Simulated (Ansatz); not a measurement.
Computed with Ansatz on PBE0-D4/def2-TZVP structures; ΔE is electronic, products minus reactants. CCSD(T)/CBS adds triple-zeta CCSD(T) − MP2 to the extrapolated MP2 energy (def2 sets, frozen cores). Functionals use def2-TZVPP. B3LYP here is the variant with VWN-RPA as its local correlation; programs differ in this. One conformer a species, not always the lowest.

Reaction (isomerisation): `C[SiH]1[O][AlH]1` → `O[SiH]1[CH2][AlH]1`

Question: Is it downhill or uphill in electronic energy at CCSD(T)/CBS, and by how much? (Estimate.)

Answer: Computed: Uphill: ΔE = +1.43 eV.

Question: What do these levels give: B97M-V, r2SCAN0-D4, B3LYP, BHLYP, HF/def2-TZVPP, CCSD/def2-TZVPP? (Best estimate.)

Answer: Ansatz gave: B97M-V 1.40, r2SCAN0-D4 1.41, B3LYP 1.47, BHLYP 1.46, HF/def2-TZVPP 1.46, CCSD/def2-TZVPP 1.44 eV.

Question: What do rigid-rotor, harmonic-oscillator terms from PBE0-D4/def2-TZVP frequencies (298.15 K, 1 bar) make of the CCSD(T)/CBS value? (Best estimate.)

Answer: Ansatz gave: ΔZPE = -0.07 eV, ΔH = +1.38 eV, ΔS = 22 J/(mol·K), ΔG = +1.31 eV. Modes under 50 cm⁻¹ make the entropy rough.

Largest T1 diagnostic among the species: 0.015.

Leaving LDA and LC-ωPBE aside and taking each functional with its dispersion term where it has one, the values, not all of them listed here, spread over 0.13 eV, from HSE06-D4 to B2PLYP. LDA lies −0.05 eV from PBE without D4. At CCSD(T), def2-SVP lies +0.08 eV from the extrapolated value and def2-TZVPP +0.01 eV.
